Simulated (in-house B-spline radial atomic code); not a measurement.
## Binding energies in the thulium ion Tm⁺

NIST's tabulated ground configuration is [Xe] 4f13 6s1; each binding energy is the energy of the ion with one electron taken from that subshell, relaxed, less that of the parent. All numbers are computed (Dirac-Hartree-Fock, average of configuration; Fermi nucleus of rms radius 5.2256 fm) with a radial B-spline atomic code at the basis-set limit, not measured. Energies include first-order Breit, QED and recoil terms.

```
subshell  X-ray name  binding energy (eV)  -ε (eV)  relaxation (eV)
   2p1/2          L2               9624.1   9711.9             55.5
   2p3/2          L3                 8655   8729.4             52.9
   3p1/2          M2               2098.7   2135.3             30.6
   3p3/2          M3               1891.1   1924.1             29.3
   3d3/2          M4                 1520   1554.0             31.7
   3d5/2          M5               1475.7   1508.3             31.2
   4p1/2          N2                392.6    406.4             12.6
   4p3/2          N3                346.1    358.3             11.6
   4d3/2          N4                199.1    210.2             10.8
   4d5/2          N5                190.6    201.2             10.4
   5p1/2          O2                42.18    44.12             1.82
   5p3/2          O3                36.49    38.07             1.53
      4f        N6,7                12.64    20.04             7.53
      6s          P1                11.14    11.19             0.03
```

Relaxation = -ε minus the binding energy without Breit, QED and recoil terms.

Emission lines follow as differences of binding energies, with λ = 12398.42 eV·Å / E:

```json
{"line": "L3-M5", "holes": "2p3/2 → 3d5/2", "energy (eV)": "7179.3", "wavelength (Å)": "1.727"}
{"line": "L2-M4", "holes": "2p1/2 → 3d3/2", "energy (eV)": "8104.1", "wavelength (Å)": "1.5299"}
{"line": "L2-N4", "holes": "2p1/2 → 4d3/2", "energy (eV)": "9425.0", "wavelength (Å)": "1.3155"}
```

(1) What does it cost to remove both a 3d3/2 and a 5p3/2 electron?

(2) What does it cost to remove both a 2p1/2 and a 4d3/2 electron?

(3) What does it cost to remove both a 4p3/2 and a 4p1/2 electron?

Answers

(1) 1571.1 eV, which is 14.57 eV more than the two single binding energies together.

(2) 9850.7 eV, which is 27.55 eV more than the two single binding energies together.

(3) 760.95 eV, which is 22.2 eV more than the two single binding energies together.
